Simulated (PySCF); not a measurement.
Stretching PmBr

Set-up: PySCF, spin-free X2C with a Gaussian nucleus, basis sets Pm x2c-SVPall, Br x2c-SVPall. Energies in eV from Pm (4f5 6s2) + Br in their ground configurations at the same level. State: septet, about 5.0 electrons in the 4f shell (Mulliken), real f orbitals that mix terms.

All columns are MN15. A positive dipole means Pm(−)Br(+).

```json
{"R (Å)": "2.348", "E (eV)": "-2.811", "μ (D)": "-3.89", "Mulliken charge on Pm (basis-dependent)": "0.18", "HOMO (eV)": "-4.14", "LUMO (eV)": "-0.78", "Mayer bond order": "1.46", "⟨S²⟩": "12.00"}
{"R (Å)": "2.457", "E (eV)": "-3.284", "μ (D)": "-4.25", "Mulliken charge on Pm (basis-dependent)": "0.24", "HOMO (eV)": "-4.22", "LUMO (eV)": "-0.89", "Mayer bond order": "1.35", "⟨S²⟩": "12.00"}
{"R (Å)": "2.566", "E (eV)": "-3.533", "μ (D)": "-4.64", "Mulliken charge on Pm (basis-dependent)": "0.29", "HOMO (eV)": "-4.30", "LUMO (eV)": "-1.00", "Mayer bond order": "1.26", "⟨S²⟩": "12.00"}
{"R (Å)": "2.648", "E (eV)": "-3.614", "μ (D)": "-4.95", "Mulliken charge on Pm (basis-dependent)": "0.33", "HOMO (eV)": "-4.37", "LUMO (eV)": "-1.09", "Mayer bond order": "1.20", "⟨S²⟩": "12.00"}
{"R (Å)": "2.730", "E (eV)": "-3.628", "μ (D)": "-5.29", "Mulliken charge on Pm (basis-dependent)": "0.36", "HOMO (eV)": "-4.45", "LUMO (eV)": "-1.17", "Mayer bond order": "1.15", "⟨S²⟩": "12.00"}
{"R (Å)": "2.812", "E (eV)": "-3.591", "μ (D)": "-5.65", "Mulliken charge on Pm (basis-dependent)": "0.39", "HOMO (eV)": "-4.52", "LUMO (eV)": "-1.26", "Mayer bond order": "1.10", "⟨S²⟩": "12.00"}
{"R (Å)": "2.921", "E (eV)": "-3.487", "μ (D)": "-6.15", "Mulliken charge on Pm (basis-dependent)": "0.42", "HOMO (eV)": "-4.62", "LUMO (eV)": "-1.37", "Mayer bond order": "1.05", "⟨S²⟩": "12.00"}
{"R (Å)": "3.058", "E (eV)": "-3.297", "μ (D)": "-6.81", "Mulliken charge on Pm (basis-dependent)": "0.45", "HOMO (eV)": "-4.74", "LUMO (eV)": "-1.50", "Mayer bond order": "1.00", "⟨S²⟩": "12.00"}
{"R (Å)": "3.221", "E (eV)": "-3.022", "μ (D)": "-7.64", "Mulliken charge on Pm (basis-dependent)": "0.48", "HOMO (eV)": "-4.88", "LUMO (eV)": "-1.66", "Mayer bond order": "0.94", "⟨S²⟩": "12.00"}
{"R (Å)": "3.440", "E (eV)": "-2.626", "μ (D)": "-8.76", "Mulliken charge on Pm (basis-dependent)": "0.50", "HOMO (eV)": "-5.06", "LUMO (eV)": "-1.88", "Mayer bond order": "0.89", "⟨S²⟩": "12.00"}
```

A fit through these points gives, at Re = 2.708 Å, μ = -5.20 D and dμ/dR = -4.21 D/Å; the reduced mass is 51.09 u.

How strong is the fundamental in the double-harmonic approximation, I = 42.26·(dμ/dR)²/μred km/mol?

I = 42.26·(-4.21)²/51.09 = 14.7 km/mol at MN15.

These are scalar-relativistic numbers at best; spin–orbit coupling would shift them, the dissociation energy most. The state is the lowest single determinant that the PBE0 search found; with open d or f shells the true ground state can be another one.
